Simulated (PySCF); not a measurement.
This script is equivalent to a calculation on Sb³⁺ (antimony, charge +3).

```python
from pyscf import gto, scf, dft, mp, cc
import basis_set_exchange as bse
mol = gto.M(atom="Sb 0 0 0", charge=3, spin=0, symmetry="D2h",
            basis=gto.basis.parse(bse.get_basis("x2c-TZVPPall", elements=["Sb"], fmt="nwchem")),
            nucmod="G")
mf = dft.UKS(mol, xc="PBE").sfx2c1e()
mf.irrep_nelec = {'Ag': (9, 9), 'B1g': (2, 2), 'B2g': (2, 2), 'B3g': (2, 2), 'B1u': (3, 3), 'B2u': (3, 3), 'B3u': (3, 3)}
mf.kernel()
```

Problem. What total energy does it give?

Solution. -6478.44 hartree (calculated).

Problem. Which occupied shell lies highest, and where?

Solution. 5s, at -38.902 eV.
